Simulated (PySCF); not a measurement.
A TDDFT job, as run on `[BH3-][C@](Cl)(Br)C=C`.

Computed with TDDFT CAM-B3LYP/def2-SVPD, vertical, gas phase, core orbitals frozen in the response in PySCF 2.14.0, density-fitted response routines.

Input of the driver that calls PySCF (job settings, then Cartesian coordinates in Å):

```
{"job": {"kind": "uv", "xc": "CAM-B3LYP", "basis": "def2-SVPD", "nstates": 8, "ntriplets": 3}, "charge": -1, "multiplicity": 1}
B     -1.5849    -0.5708     0.1639
C     -0.3786     0.5658     0.3791
Cl    -0.0353     0.8582     2.1021
Br    -0.9599     2.3348    -0.3656
C      0.8390     0.2007    -0.3518
C      1.9784    -0.2474     0.1554
H     -1.1414    -1.6054     0.6112
H     -2.5709    -0.2178     0.7574
H     -1.7856    -0.6613    -1.0235
H      0.7075     0.2365    -1.4276
H      2.7820    -0.5878    -0.4794
H      2.1509    -0.3062     1.2174
```

The self-consistent field part of the output:

```
coarse grid: 49200 points
cycle   1  E = -3176.5844412598  dE = -5.399e-01  |g| = 4.708e-01  |ddm| = 5.558e+00
cycle   2  E = -3176.6141612863  dE = -2.972e-02  |g| = 4.185e-01  |ddm| = 2.019e+00
cycle   3  E = -3176.6557090500  dE = -4.155e-02  |g| = 9.843e-02  |ddm| = 9.214e-01
cycle   4  E = -3176.6580969500  dE = -2.388e-03  |g| = 3.403e-02  |ddm| = 3.245e-01
cycle   5  E = -3176.6584371340  dE = -3.402e-04  |g| = 7.875e-03  |ddm| = 9.544e-02
cycle   6  E = -3176.6584536956  dE = -1.656e-05  |g| = 2.594e-03  |ddm| = 1.989e-02
cycle   7  E = -3176.6584559926  dE = -2.297e-06  |g| = 8.231e-04  |ddm| = 7.565e-03
final grid: 101888 points
cycle   8  E = -3176.6584250932  dE = -1.737e-07  |g| = 7.663e-04  |ddm| = 8.438e-03
cycle   9  E = -3176.6584250698  dE =  2.345e-08  |g| = 9.131e-04  |ddm| = 3.209e-03
cycle  10  E = -3176.6584252756  dE = -2.058e-07  |g| = 6.070e-05  |ddm| = 1.590e-03
cycle  11  E = -3176.6584252775  dE = -1.928e-09  |g| = 4.188e-05  |ddm| = 3.015e-04
cycle  12  E = -3176.6584252783  dE = -8.376e-10  |g| = 1.913e-05  |ddm| = 1.563e-04
converged SCF energy = -3176.6584252783
```

**Question.** What follows in the output?

**Answer.** 
```
Static polarisability (au): isotropic 104.612, principal 95.150 97.231 121.456

Singlet excitations
state   eV       nm        f      main configurations
  1   4.9577    250.1   0.03700   H->L 0.69, H-4->L 0.09
  2   5.3846    230.3   0.00724   H-2->L 0.51, H-3->L 0.27
  3   5.5671    222.7   0.08994   H-1->L 0.63, H-3->L 0.10, H-1->L+2 0.08
  4   5.9072    209.9   0.01843   H-3->L 0.43, H-2->L 0.29, H-1->L 0.08
  5   6.1642    201.1   0.07387   H->L+1 0.49, H-4->L 0.10
  6   6.2405    198.7   0.14102   H-4->L 0.50, H-1->L+1 0.09, H->L+1 0.09
  7   6.4686    191.7   0.04048   H->L+2 0.47, H-1->L+2 0.09, H->L 0.08
  8   6.5011    190.7   0.03675   H-2->L+1 0.26, H-1->L+1 0.25

Triplet excitations (Tamm-Dancoff, eV): 4.0857 4.5230 4.9398
```

The SCF starts on a coarse grid; the energy jumps when the final grid takes over, and dE counts afresh there. The run used 196 basis functions and 12 SCF iterations for the ground state.

Time: 76 s wall; peak memory 0.87 GiB. Hardware: an Arm Neoverse N1 with one thread, on a shared host.

**Question.** What frontier levels did the ground state of this run have?

**Answer.** HOMO -4.34 eV, LUMO 3.80 eV.

Isolated species at its GFN2-xTB geometry (one conformer only). The CAM-B3LYP/def2-SVPD calculation is non-relativistic and has no spin–orbit coupling, an omission that weighs most on bromine.
